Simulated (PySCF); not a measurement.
Molecule: C₂H₈O₂Te, charge 0, multiplicity 1. 
Structure (B3LYP-D3(BJ)/def2-TZVP (Ansatz) minimum search):
```
Te
O 1 2.0843
H 2 0.9630 1 110.31
O 1 2.0843 2 166.39 3 180.00
H 4 0.9630 1 110.31 2 -180.00
C 1 2.1213 2 85.49 3 131.38
H 6 1.0860 1 106.95 2 145.88
H 6 1.0860 7 113.55 4 136.87
H 6 1.0874 7 110.40 8 124.60
C 1 2.1213 2 85.49 3 -131.38
H 10 1.0860 1 106.95 2 -23.91
H 10 1.0860 11 113.55 2 136.87
H 10 1.0874 11 110.40 12 124.60
```
Charge 0, spin multiplicity 1.

Dispersion corrections to the total energy (kcal/mol) from the dftd3 and dftd4 libraries through PySCF: D3(BJ) without and D4 with the three-body term, each with the damping fitted for the functional named.

```
functional  D3(BJ)          D4
----------  ------  ----------
CAM-B3LYP    -5.82       -5.91
BLYP        -15.23      -15.03
B2GP-PLYP    -5.64       -2.91
PBE          -6.96       -6.88
TPSS         -8.91  (withheld)
LC-wPBE      -6.89  (withheld)
revPBE      -17.00  (withheld)
```

Problem. What belongs in the gaps?

Solution. 
- TPSS, D4: -9.26
- LC-wPBE, D4: -7.69
- revPBE, D4: -20.15
